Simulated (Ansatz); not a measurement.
Relaxation of Cu(NH3)(NH2) (CuN₂H₅) with RKS r2SCAN-D4/def2-TZVP.

```sh
$ ansatz run in.yaml --threads 4 --pin off --events-out ev --progress --plain --max-ram 3916MiB
```

```yaml
crystal:
  periodic: [false, false, false]
  atoms:
    - {symbol: Cu, position_ang: [-0.016770, 0.009650, -0.254420]}
    - {symbol: N, position_ang: [-0.004850, -0.012140, 1.626150]}
    - {symbol: H, position_ang: [0.052420, 0.940500, 1.978470]}
    - {symbol: H, position_ang: [0.805590, -0.548690, 1.928030]}
    - {symbol: H, position_ang: [-0.860510, -0.457350, 1.950080]}
    - {symbol: N, position_ang: [0.001900, -0.008850, -2.019040]}
    - {symbol: H, position_ang: [0.828020, 0.027920, -2.592550]}
    - {symbol: H, position_ang: [-0.805800, 0.048980, -2.616710]}
basis:
  gaussian: {orbitals: def2-TZVP}
hamiltonian: {xc: r2scan, dispersion: d4}
scf: {lower_state_search: "off"}
output: {orbitals: {seedname: orbitals}}
relax: {f_tol: 0.02, max_steps: 100}
```

It took 11 s on 4 threads of Arm Neoverse V1 on a shared host.

Positions (Å) and forces (eV/Å) at steps 1, 2, 3, 4, 5, 7 of 7:

```xyz
8
step=1 energy=-47702.5747 eV
Cu   -0.017    0.010   -0.254    0.029    0.029   -0.112
N    -0.005   -0.012    1.626   -0.004    0.022   -0.043
H     0.052    0.941    1.978   -0.011   -0.161    0.181
H     0.806   -0.549    1.928   -0.136    0.076    0.194
H    -0.861   -0.457    1.950    0.137    0.059    0.190
N     0.002   -0.009   -2.019   -0.019   -0.085   -0.505
H     0.828    0.028   -2.593    0.131    0.029    0.046
H    -0.806    0.049   -2.617   -0.127    0.032    0.049
8
step=2 energy=-47702.6160 eV
Cu   -0.009   -0.046   -0.271    0.011    0.250   -0.021
N    -0.005   -0.010    1.626    0.009   -0.080   -0.056
H     0.051    0.945    1.968   -0.004   -0.051    0.096
H     0.797   -0.534    1.968   -0.047    0.037    0.136
H    -0.854   -0.442    1.980    0.037    0.024    0.131
N     0.001   -0.148   -2.043    0.005    0.085   -1.551
H     0.826    0.107   -2.605   -0.482   -0.125    0.622
H    -0.807    0.128   -2.622    0.471   -0.140    0.643
8
step=3 energy=-47702.6622 eV
Cu   -0.001   -0.053   -0.301   -0.009    0.160    0.086
N    -0.004   -0.010    1.617    0.019   -0.087   -0.006
H     0.050    0.941    1.970    0.004    0.062    0.037
H     0.788   -0.526    1.994    0.013    0.004    0.024
H    -0.849   -0.432    1.994   -0.031   -0.004    0.023
N     0.000   -0.249   -2.081    0.022    0.545   -1.420
H     0.808    0.155   -2.592   -0.379   -0.338    0.621
H    -0.792    0.174   -2.601    0.362   -0.343    0.634
8
step=4 energy=-47702.4678 eV rejected
Cu    0.000   -0.128   -0.246    0.011   -0.222   -3.171
N    -0.003   -0.018    1.566   -0.025    0.158    1.526
H     0.051    0.946    1.894    0.008    0.062   -0.034
H     0.781   -0.504    1.996    0.104   -0.093    0.011
H    -0.845   -0.409    1.984   -0.091   -0.074   -0.001
N     0.002   -0.320   -2.198    0.020   -0.160    2.019
H     0.816    0.209   -2.500    0.056    0.154   -0.164
H    -0.803    0.224   -2.497   -0.083    0.174   -0.186
8
step=5 energy=-47702.7005 eV
Cu    0.000   -0.065   -0.323    0.000    0.007   -0.010
N    -0.003   -0.011    1.605    0.004    0.006    0.082
H     0.048    0.943    1.954    0.000   -0.012   -0.019
H     0.788   -0.519    1.997   -0.013    0.007   -0.034
H    -0.848   -0.428    1.991    0.010    0.004   -0.032
N     0.000   -0.283   -2.121   -0.016    0.226   -0.256
H     0.813    0.169   -2.550   -0.122   -0.111    0.128
H    -0.798    0.194   -2.554    0.138   -0.127    0.140
8
step=7 energy=-47702.7026 eV
Cu    0.000   -0.063   -0.324    0.000    0.000   -0.002
N    -0.003   -0.009    1.605    0.000    0.002    0.002
H     0.050    0.944    1.955    0.000   -0.002    0.000
H     0.788   -0.521    1.990   -0.001    0.000   -0.001
H    -0.849   -0.428    1.983    0.001    0.000   -0.001
N     0.000   -0.281   -2.122   -0.001    0.000    0.001
H     0.813    0.168   -2.542    0.000    0.000    0.000
H    -0.799    0.189   -2.545    0.001   -0.001    0.001
```

The relaxation made no stability test and no search for a lower SCF solution.
